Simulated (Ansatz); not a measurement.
```xyz
2

B     0.1737   -0.0333   -0.3202
B    -0.3988    0.8942    1.4361
```

Basis set: STO-3G (spherical functions). Frozen core: 2 orbitals. Charge 0, multiplicity 1.

Computed with Ansatz (development build ahead of 0.2.0); the reference of a correlated method needn't be the lowest determinant of its kind. Restricted open shells among the atoms or ions are ROHF, correlated in semicanonical orbitals with singles.

Question: Give the atomization energy at this shape (free ground-state atoms in the same class of orbitals less the molecule, no zero-point energy) of singlet B2 by RHF-CCSD(T), RHF-CCSD.

Answer:

```json
{"method": "RHF-CCSD(T)", "atomization energy": "1.79 eV"}
{"method": "RHF-CCSD", "atomization energy": "1.78 eV"}
```

Caution: another spin multiplicity may lie lower; no unrestricted run beside it, a lower state can exist.

This basis has no polarisation functions and is too small for such energies, which can lie far from measured ones in either direction.
